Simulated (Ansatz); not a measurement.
`[InH2][I]` + `ClC(Cl)I` → `[Cl][InH][I]` + `ClCI`  (formal exchange of groups at the In–H bond)

Isolated molecules relaxed with PBE0-D4/def2-TZVP in Ansatz; ΔE leaves out vibrations. CBS: MP2 limit from def2 TZ/QZ plus the TZ coupled-cluster correction, frozen cores. DFT in def2-TZVPP. HSE06 is defined as in plane-wave codes. def2 core potentials past Kr. For I, In outer-core shells are correlated without core-valence functions, which leaves a few kJ/mol of doubt a bond.

Task: Is it downhill or uphill in electronic energy at CCSD(T)/CBS, and by how much? (Best estimate.)

Result: The calculation gave: Downhill: ΔE = -205.3 kJ/mol.

Task: What do these levels give: BLYP-D4, HSE06-D4, BLYP, BHLYP, LC-ωPBE, CCSD(T)/def2-SVP? (An estimate is asked.)

Result: The calculation gave: BLYP-D4 -193.3, HSE06-D4 -200.4, BLYP -200.0, BHLYP -216.7, LC-ωPBE -203.6, CCSD(T)/def2-SVP -206.8 kJ/mol.

Largest T1 diagnostic among the species: 0.012.

From BLYP to BHLYP (50 % exact exchange), in def2-TZVPP and without D4, ΔE moves by −16.7 kJ/mol. Leaving LDA and LC-ωPBE aside and taking each functional with its dispersion term where it has one, the values, not all of them listed here, spread over 26.4 kJ/mol, from BHLYP-D4 to revPBE-D4. LDA lies +13.8 kJ/mol from PBE without D4.
